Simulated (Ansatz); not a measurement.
Ansatz results at the PBE0-D4/def2-TZVP geometry: LUMO energy (PBE/def2-TZVPP) -0.85 eV; size of the dipole moment (ωB97M-V/def2-TZVPP) 1.04 D; size of the dipole moment (B3LYP/def2-TZVPP) 1.12 D.

Each molecule was computed in one conformer, which needn't be the lowest.

Which molecule gave them?
A. `[OH][Zr]12345678([Cl])([C@H]9[C@@H]1[C@@H]2[C@@H]3[C@H]94)[C@H]1[C@@H]5[C@@H]6[C@@H]7[C@H]18`
B. `C[N](C)[Ti]1234([Cl])([Cl])[C@@H]5[C@H]1[C@H]2[C@@]3([SiH3])[C@@H]54`
C. `[Cl][Zr]12345678([Cl])([C@H]9[C@@H]1[C@@H]2[C@@H]3[C@H]94)[C@H]1[C@@H]5[C@@H]6[C@@H]7[C@H]18`
D. `C[O][Hf]1234([OH])([N](C)C)[C@H]5[C@@H]1[C@@H]2[C@@H]3[C@H]54`

D. The others give `C[N](C)[Ti]1234([Cl])([Cl])[C@@H]5[C@H]1[C@H]2[C@@]3([SiH3])[C@@H]54`: -3.36, 4.01, 3.90; `[OH][Zr]12345678([Cl])([C@H]9[C@@H]1[C@@H]2[C@@H]3[C@H]94)[C@H]1[C@@H]5[C@@H]6[C@@H]7[C@H]18`: -1.89, 3.59, 3.51; `[Cl][Zr]12345678([Cl])([C@H]9[C@@H]1[C@@H]2[C@@H]3[C@H]94)[C@H]1[C@@H]5[C@@H]6[C@@H]7[C@H]18`: -2.61, 4.58, 4.46.

B3LYP here is the variant with VWN-RPA as its local correlation; programs differ in this.
